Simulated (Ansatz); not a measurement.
Ge(Me)(OH)3 (CH6GeO3), SMILES [CH3][Ge]([OH])([OH])[OH].

Coordinates come from a B3LYP-D3(BJ)/def2-SVP optimisation. The values are those of a single conformer.

Two levels are set side by side: PBE/def2-TZVPD (Ansatz, a quantum-chemistry and plane-wave program) and PBE0/def2-TZVPD (Ansatz). Energy differences of separate SCF runs at the same geometry; the states with an electron removed or added have multiplicity 2 and 2. Differences are taken from unrounded values.

```
quantity                            PBE0
---------------------------------  -----
vertical ionisation energy (eV)    10.61
vertical singlet–triplet gap (eV)   6.66
```

Task: What does PBE give, and how far is it from PBE0? (Estimate from the structure and the level; the computed values follow.)

Result: 
```tsv
quantity	PBE	PBE minus PBE0
vertical ionisation energy (eV)	10.00	-0.60
vertical singlet–triplet gap (eV)	5.80	-0.86
```
